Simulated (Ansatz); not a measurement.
CH4BNO at its PBE0-D4/def2-TZVP geometry, where that method's forces vanish. The species carries charge 0 and has multiplicity 1. The bonds changed during the relaxation, so this is another structure than the one it started from.

| atom | x (Å) | y (Å) | z (Å) |
| --- | --- | --- | --- |
| B1 | 0.1356 | 0.6624 | -1.0079 |
| C2 | -0.4372 | -0.1344 | 0.2009 |
| N3 | 0.8256 | -0.1707 | 0.2698 |
| O4 | -1.4008 | -0.6265 | 0.9398 |
| H5 | 0.2166 | 0.1157 | -2.0713 |
| H6 | 0.2050 | 1.8564 | -0.9297 |
| H7 | 1.4936 | -0.5849 | 0.9061 |
| H8 | -1.0385 | -1.1180 | 1.6922 |

Task: For each bond, give half the difference of the two atoms' forces along it (eV/Å; positive pushes the atoms apart) under PBE-D4, r2SCAN-D4, B3LYP-D4, ωB97M-V in def2-TZVPP. (An estimate is asked.)

Result: Ansatz gave: 
```
 bond  length (Å)  PBE-D4  r2SCAN-D4  B3LYP-D4  ωB97M-V
B1–C2       1.557   -0.02      -0.05      0.03     0.06
B1–N3       1.674    0.18       0.21      0.31     0.25
B1–H5       1.199    0.02      -0.06     -0.15    -0.15
B1–H6       1.198    0.02      -0.06     -0.15    -0.15
C2–N3       1.265    0.46       0.19      0.05     0.08
C2–O4       1.310    0.27       0.24      0.28     0.25
N3–H7       1.011    0.02      -0.11     -0.13    -0.16
O4–H8       0.969    0.41       0.02     -0.03    -0.17
```

B3LYP here is the variant with VWN-RPA as its local correlation; programs differ in this.
